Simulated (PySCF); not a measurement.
Species: Br2ClISi.
Bonds: Cl1–Si2, Si2–Br3, Si2–Br4, Si2–I5.

A GFN2-xTB structure was refined with PySCF 2.14.0, PBE0-D3(BJ)/def2-SVP geometry optimisation, gas phase, def2 core potentials past Kr. Its GFN2-xTB values:

```tsv
coordinate	GFN2-xTB
Cl1–Si2	2.013 Å
Si2–Br3	2.212 Å
Si2–I5	2.461 Å
Cl1–Si2–Br3	112.4°
Cl1–Si2–I5	111.1°
Br3–Si2–Br4	106.4°
Br3–Si2–I5	107.7°
Br4–Si2–I5	106.6°
```

Q: How do these coordinates change at the PBE0-D3(BJ)/def2-SVP level?

A: 
| coordinate | PBE0-D3(BJ)/def2-SVP (Å or °) | change |
| --- | --- | --- |
| Si2–I5 | 2.424 | -0.037 |
| Cl1–Si2 | 2.046 | +0.033 |
| Si2–Br3 | 2.202 | -0.010 |
| Br4–Si2–I5 | 110.6 | +4.0 |
| Cl1–Si2–Br3 | 109.2 | -3.2 |
| Br3–Si2–Br4 | 109.3 | +2.9 |
| Br3–Si2–I5 | 109.6 | +1.9 |
| Cl1–Si2–I5 | 109.6 | -1.5 |

The energy falls by 5.6 kJ/mol over 6 energy and gradient evaluations, the largest force component goes from 0.0177 to 3.7e-04 Eh/bohr, and the atoms move by 0.057 Å rms after alignment. The bond that changes most is Si2–I5 (ends: chlorine-bound silicon; iodine bonded to Si), which shortens by 0.037 Å. Bonds longer at the end by more than 0.005 Å: 2 of 4; shorter: 2. Rotational constants go from 677.6, 482.6, 395.7 to 672.3, 483.5, 385.4 MHz.

The run used 126 basis functions and 44 SCF cycles in all. On one thread, Intel Xeon 6975P-C (x86_64), shared host with 192 logical CPUs at a one-minute load of 106, this took 47 s wall and 0.63 GiB of memory at its peak.

PBE0-D3(BJ)/def2-SVP frequencies: not computed here.
